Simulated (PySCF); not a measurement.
Two species compared at the same levels of theory.

First species: C4H5FO.
Atom-mapped SMILES: `[CH3:1]/[CH:2]=[CH:3]/[C:4](=[O:5])[F:6]` (hydrogens: H7, H8, H9 on C1; H10 on C2; H11 on C3)

Cartesian coordinates in Å at the GFN2-xTB level; atoms count from 1:
```xyz
11
C4H5FO angstrom
C     -1.721   -0.424   -0.014
C     -0.272   -0.358   -0.307
C      0.594    0.451    0.308
C      2.004    0.439   -0.039
O      2.594   -0.221   -0.827
F      2.696    1.360    0.705
H     -2.292   -0.199   -0.915
H     -1.988   -1.436    0.289
H     -2.001    0.272    0.772
H      0.099   -1.022   -1.079
H      0.292    1.141    1.081
```

Second species: C₅H₄F₄S.
Numbering: `[CH3:1][C@@H:2]([F:3])[C:4](=[C:5]=[S:6])[C:7]([F:8])([F:9])[F:10]` (hydrogens: H11, H12, H13 on C1; H14 on C2)

Levels: PBE0/def2-SVPD for dipole moment, HOMO energy, LUMO energy, HOMO–LUMO gap, static isotropic polarisability and electronic spatial extent ⟨r²⟩ about the centre of nuclear charge; TDDFT PBE0/def2-SVPD for lowest singlet excitation; TDA PBE0/def2-SVPD for lowest triplet excitation (Tamm–Dancoff); GFN2-xTB for rotational constant A and rotational constant C. Geometries: GFN2-xTB. All species are isolated and taken at one optimised geometry, non-relativistic unless stated; the electronic structure was computed with PySCF and density fitting.

The conformers computed, where there is a choice (atom-mapped SMILES and torsion angles):
- `[CH3:1]/[CH:2]=[CH:3]/[C:4](=[O:5])[F:6]`: C2–C3–C4–O5 -1°
- `[CH3:1][C@@H:2]([F:3])[C:4](=[C:5]=[S:6])[C:7]([F:8])([F:9])[F:10]`: C1–C2–C4–C5 -101°, C2–C4–C7–F8 160°

Values for the first species:

| Property | Result |
| --- | --- |
| Dipole moment | 4.36 D |
| HOMO energy | -8.44 eV |
| LUMO energy | -1.93 eV |
| HOMO–LUMO gap | 6.51 eV |
| Lowest singlet excitation | 5.13 eV |
| Lowest triplet excitation (Tamm–Dancoff) | 3.67 eV |
| Static isotropic polarisability | 54.4 au |
| Electronic spatial extent ⟨r²⟩ about the centre of nuclear charge | 707 bohr² |
| Rotational constant A | 9.880 GHz |
| Rotational constant C | 1.600 GHz |

Estimate the same properties for the second species, and the change in each.

```
                                                         property      first      second  second less first
                                                    dipole moment     4.36 D      1.16 D            -3.20 D
                                                      HOMO energy   -8.44 eV    -7.22 eV           +1.22 eV
                                                      LUMO energy   -1.93 eV    -2.99 eV           -1.06 eV
                                                    HOMO–LUMO gap    6.51 eV     4.23 eV           -2.28 eV
                                        lowest singlet excitation    5.13 eV     2.45 eV           -2.68 eV
                         lowest triplet excitation (Tamm–Dancoff)    3.67 eV     2.08 eV           -1.59 eV
                                  static isotropic polarisability    54.4 au     86.9 au           +32.5 au
electronic spatial extent ⟨r²⟩ about the centre of nuclear charge  707 bohr²  1698 bohr²         +991 bohr²
                                            rotational constant A  9.880 GHz   1.236 GHz         -8.644 GHz
                                            rotational constant C  1.600 GHz   0.642 GHz         -0.958 GHz
```

On the first: S1 lies 1.38 eV below the HOMO–LUMO gap; its leading configuration is HOMO−1→LUMO, weight 0.97.

On the second: The principal polarisabilities are 64.3, 73.1 and 123.2 au; their mean is the isotropic value. The polarisability is 12.87 Å³ as a volume (1 au = 0.148185 Å³), or 1.01 au for each of the 86 electrons.
